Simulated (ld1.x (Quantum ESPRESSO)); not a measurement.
## Before and after: RRKJ potential for zirconium

ld1.x (Quantum ESPRESSO) 7.5 input, shortened:

```
&input
   title='Zr', zed=40., rel=1, dft='PBE', iswitch=3,
   config='[Kr] 4d2 4f-2 5s2 5p0'
 /
 &inputp
   pseudotype=2, tm=.false., lloc=0,
   nlcc=.false.
 /
4
5P  2  1   0.00   0.00  3.05  3.05  0.0
4D  3  2   2.00   0.00  2.25  2.25  0.0
4F  4  3  -2.00   0.40  3.30  3.30  0.0
5S  1  0   2.00   0.00  3.05  3.05  0.0
 &test
   configts(1)='4d2 5s2 5p0'
 /
```

Change: all radii scaled by about 1.39 (s 4.24, p 4.24, d 3.12, f 4.58 bohr).

Cutoffs: the cutoffs (Ry, on a coarse ladder) from which the occupation-weighted sum of valence levels, in a spherical-Bessel basis at the reference potential, stays within 10 and 1 mRy of its value at 400 Ry; they do not see the model core or the augmentation charge, which bear on the density cutoff. Errors are all-electron minus pseudo energies relative to the spin-unpolarised reference configuration.

Question: Predict the effect on cutoff, ghosts and configuration errors.

Answer: The potential gets softer (25 Ry and 30 Ry → 15 Ry and 18 Ry); of the 7 tests that both files solve, the error grows in 5 and shrinks in 2 by more than 15 % and 0.3 meV (median size 9.0 → 60.8 meV); neither file shows a bound ghost. A larger radius leaves more room for a smooth pseudo-wave, so fewer plane waves are needed.

| quantity | base | changed |
| --- | --- | --- |
| cutoff, loose | 25 Ry | 15 Ry |
| cutoff, tight | 30 Ry | 18 Ry |
| loose cutoff by channel (10 mRy a level) | d 21 Ry, s 6 Ry | d 15 Ry, s 6 Ry |
| bound ghosts | none | none |
| error for 4d2 5s1 5p0, meV [ΔE 7.14 eV] | +5.5 | +7.2 |
| error for 4d2 5s0 5p0, meV [ΔE 20.08 eV] | +140 | +62 |
| error for 4d1 5s0 5p0, meV [ΔE 42.70 eV] | +324 | +169 |
| error for 4d2 5s0 5p2, meV [ΔE 6.21 eV] | +25 | -61 |
| error for 4d2 5s1 5p1, meV [ΔE 3.04 eV] | +4.1 | -12 |
| error for 4d3 5s1 5p0, meV [ΔE 1.19 eV] | -9.0 | +62 |
| error for 4d2.5 5s1.5 5p0, meV [ΔE 0.51 eV] | -1.4 | +19 |
